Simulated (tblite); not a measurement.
Run record: tight-binding relaxation, `BSBSC`.

Computed with GFN2-xTB geometry optimisation, gas phase (tblite 0.8.0). Start geometry: from a force field or distance geometry. A driver script takes a list of jobs; this job's settings line and coordinates (Å) are shown.

Command:
```bash
OMP_NUM_THREADS=1 python probes_run.py task.json out
```

Input:
```
{"job": {"kind": "relax", "xc": "GFN2-xTB", "basis": "xTB"}, "charge": 0, "multiplicity": 1}
B      2.778700    -0.452600     0.143400
S      1.025500    -0.200500    -0.468300
B      0.124200     1.168000     0.485900
S     -1.707900     0.831900     0.867900
C     -2.256100    -0.403900    -0.357600
H      3.573700     0.352800    -0.185600
H      3.135100    -1.565100     0.323000
H      0.291900     2.255200     0.008700
H     -1.360200    -0.684500    -0.999600
H     -3.050100     0.010000    -0.998300
H     -2.549500    -1.308600     0.194500
```

Output:
```
step      E/eV     max force
  0    -385.02988    2.510
  1    -385.28141    2.087
  2    -385.66997    1.919
  3    -385.82073    1.202
  4    -385.98158    0.982
  5    -386.03371    0.659
  6    -386.07729    0.525
  7    -386.11661    0.636
  8    -386.15968    0.691
  9    -386.21785    0.802
... (91 lines left out)
101    -386.73390    0.011
102    -386.73392    0.012
103    -386.73394    0.015
104    -386.73398    0.020
105    -386.73405    0.025
106    -386.73416    0.024
107    -386.73425    0.017
108    -386.73428    0.023
109    -386.73429    0.011
110    -386.73429    0.002
```

«max force» is the largest atomic force in eV/Å.

Question: From which step on does the largest force stay under 0.1 eV/Å, and how much energy is left to gain from there?

Answer: From step 88 (0.035 eV/Å), 1.3 meV above the end.

In short: energy lowered by 39.3 kcal/mol over 110 steps; largest atomic force 0.002 eV/Å at the end.

Question: Where do the atoms end?

Answer: 0.604 Å rms from the input after alignment:
```
atom  x, y, z in Å
B1     2.6490   -0.3955    0.1175
S2     0.9231   -0.6454   -0.1286
B3     0.1705    0.9845    0.1437
S4    -1.5608    1.2558    0.0118
C5    -2.2498   -0.3807   -0.4219
H6     3.0605    0.6609    0.3940
H7     3.3390   -1.3274   -0.0095
H8     0.8305    1.9060    0.4178
H9    -1.8244   -0.7087   -1.3641
H10   -3.3235   -0.2579   -0.5096
H11   -2.0088   -1.0891    0.3629
```

Hardware: an Arm Neoverse V1 with one thread (shared host). Cost: 0.57 s.
Labels such as C1 count atoms from 1, the log's own numbers from 0.
